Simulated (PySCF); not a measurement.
Pb⁺ (lead, charge +1) across methods

[Xe] 4f14 5d10 6s2 6p1, 2P determinant. Calculation: PySCF 2.14, in aug-cc-pVQZ-PP with one added diffuse shell each of s, p, d, f, g type with ECP60MDF (8s8p6d4f3g, 117 functions); scalar relativity through the core potential. The B2PLYP total includes its PT2 part (frozen core); its orbital energies are those of the SCF part.

| method | E (hartree) | mean ε 6s α (eV) | mean ε 6s β (eV) | mean ε 6p α (eV) | Σ⟨r²⟩ (bohr²) | ⟨S²⟩ |
| --- | --- | --- | --- | --- | --- | --- |
| r2SCAN | -192.6658 | -19.749 | -18.986 | -10.525 | 49.68 | 0.753 |
| BLYP | -192.5629 | -19.261 | -18.811 | -10.051 | 50.13 | 0.751 |
| UHF | -191.59498 | -23.240 | -21.395 | -13.479 | 50.43 | 0.758 |
| PBE0 | -192.5799 | -20.618 | -19.743 | -11.184 | 49.86 | 0.752 |
| LDA | -192.3063 | -19.756 | -19.260 | -10.323 | 49.93 | 0.751 |
| TPSSh | -192.5205 | -19.887 | -19.092 | -10.626 | 49.87 | 0.752 |
| B2PLYP | -192.2604 | -21.591 | -20.463 | -11.960 | 50.14 | 0.753 |

(1) Estimate the same row for PBE.

Energies and moments cover only the electrons outside the core potential. Spin-orbit coupling, absent here, splits the open shell strongly.

Results:

(1) E (hartree) = -192.6092; mean ε 6s α (eV) = -19.409; mean ε 6s β (eV) = -18.828; mean ε 6p α (eV) = -10.218; Σ⟨r²⟩ (bohr²) = 49.97; ⟨S²⟩ = 0.751.
